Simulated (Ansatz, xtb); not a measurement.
# Relative energy of two isomers of C3H7FO3Se

We compare a, `C[Se](=O)(=O)COCF`, a singlet, with b, `CO[C@H](F)[Se](C)(=O)=O`, a singlet. Both are isolated molecules in the gas phase, relaxed with PBE0-D3(BJ)/def2-SVP, each in the lowest conformer that the search found.

**Question.** Estimate which is lower in electronic energy at CCSD(T)/def2-SVP + ΔMP2/def2-TZVPP, and by roughly how much.

**Answer.** The CCSD(T)/def2-SVP + ΔMP2/def2-TZVPP calculation puts structure a lower, by 3.4 kcal/mol.

How the difference moves with the method:

```json
{"level": "PBE0-D3(BJ)/def2-SVP", "geometry": "PBE0-D3(BJ)/def2-SVP", "E(b) − E(a) (kcal/mol)": "+3.9", "departure from the last row (kcal/mol)": "+0.5", "job, with rough time for the two": "optimisation, 2.1 min"}
{"level": "HF/def2-SVP", "geometry": "PBE0-D3(BJ)/def2-SVP", "E(b) − E(a) (kcal/mol)": "+4.0", "departure from the last row (kcal/mol)": "+0.5", "job, with rough time for the two": "part of the CCSD(T) run"}
{"level": "MP2/def2-SVP", "geometry": "PBE0-D3(BJ)/def2-SVP", "E(b) − E(a) (kcal/mol)": "+3.5", "departure from the last row (kcal/mol)": "+0.1", "job, with rough time for the two": "part of the CCSD(T) run"}
{"level": "CCSD(T)/def2-SVP", "geometry": "PBE0-D3(BJ)/def2-SVP", "E(b) − E(a) (kcal/mol)": "+3.5", "departure from the last row (kcal/mol)": "+0.1", "job, with rough time for the two": "single point"}
{"level": "CCSD(T)/def2-SVP + ΔMP2/def2-TZVPP", "geometry": "PBE0-D3(BJ)/def2-SVP", "E(b) − E(a) (kcal/mol)": "+3.4", "departure from the last row (kcal/mol)": "", "job, with rough time for the two": "single point, 5 min"}
```

As drawn, both hold the same kinds of bond in the same numbers. Structure a has 1 methyl group, b 2.

None of the levels shown reverses the order. The largest departure from CCSD(T)/def2-SVP + ΔMP2/def2-TZVPP is that of HF/def2-SVP, 0.5 kcal/mol. Levels run at GFN2-xTB geometries aren't shown. The last row adds to CCSD(T) the change of the MP2 difference between the two basis sets, here −0.1 kcal/mol.

With thermal terms from frequencies at re-optimised GFN2-xTB minima (ideal gas, soft modes damped towards free rotors, one conformer each, 298.15 K, 1 atm): the zero-point term adds −0.5 kcal/mol; ΔH is +3.4 and ΔG +2.5 kcal/mol.

The correlated steps freeze 16 core orbitals; the filled d shell of Se is correlated, in a basis made for valence electrons. Mirror images aren't counted in ΔG. Codes used: Ansatz 0.2.0, xtb 6.7.1; the last row on 4 threads of Arm Neoverse V1 on a shared host.
